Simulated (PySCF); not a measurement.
Computed IR spectrum (relative IR intensity) of a molecule C₄H₅Br. Geometry: PBE-D3(BJ)/def2-SVP. One conformer was computed; it need not be the lowest. Method: PBE-D3(BJ)/def2-SVP in PySCF. Frequencies are harmonic and unscaled.

ν (cm⁻¹): 144 (vw), 154 (vw), 317 (w), 627 (vw), 749 (vs), 795 (s), 882 (s), 923 (s), 927 (w), 1001 (s), 1138 (w), 1189 (m), 1247 (m), 1264 (w), 1379 (w), 1592 (m), 1649 (s), 3075 (m), 3082 (w), 3097 (w), 3133 (m), 3181 (w) (against the strongest line: vs over 80 %, s over 45 %, m over 15 %, w over 4 %, vw less)

Pick the molecule that these values belong to.
A. C=CC(=C)Br
B. BrC1=CCC1
C. C=C/C=C/Br
D. C=C=CCBr

C, C=C/C=C/Br
